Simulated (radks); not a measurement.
Ionisation of the vanadium ion V3+, [Ar] 3d2, to [Ar] 3d1 as the strength of local exchange is varied. All-electron calculation, non-relativistic Kohn-Sham, Slater X-alpha exchange (alpha = 2/3 is LDA exchange), no correlation, spin-polarised, spherical densities, point nucleus; open shells are filled with parallel spins first. Program: a radial shooting solver on a logarithmic mesh with Libxc functionals.

[
 {"alpha": "0.664", "E(V3+) (hartree)": "-937.91083", "exchange (hartree)": "-40.06967", "IE (eV)": "45.463", "-e of the level emptied (eV)": "36.763 (3d)", "<r> of it (bohr)": "1.176"},
 {"alpha": "0.667", "E(V3+) (hartree)": "-938.09188", "exchange (hartree)": "-40.25738", "IE (eV)": "45.539", "-e of the level emptied (eV)": "36.833 (3d)", "<r> of it (bohr)": "1.175"},
 {"alpha": "0.685", "E(V3+) (hartree)": "-939.17883", "exchange (hartree)": "-41.38488", "IE (eV)": "45.996", "-e of the level emptied (eV)": "37.260 (3d)", "<r> of it (bohr)": "1.169"},
 {"alpha": "0.769", "E(V3+) (hartree)": "-944.26551", "exchange (hartree)": "-46.67483", "IE (eV)": "48.164", "-e of the level emptied (eV)": "39.291 (3d)", "<r> of it (bohr)": "1.143"},
 {"alpha": "0.78", "E(V3+) (hartree)": "-944.93336", "exchange (hartree)": "-47.37101", "IE (eV)": "48.452", "-e of the level emptied (eV)": "39.561 (3d)", "<r> of it (bohr)": "1.139"},
 {"alpha": "0.881", "E(V3+) (hartree)": "-951.08424", "exchange (hartree)": "-53.80039", "IE (eV)": "51.144", "-e of the level emptied (eV)": "42.097 (3d)", "<r> of it (bohr)": "1.110"}
]

NIST Atomic Spectra Database: 46.709 eV (measured). The Delta-SCF value meets it near alpha = 0.71. Open shells are spherical and high-spin; term and fine-structure splittings are not resolved.
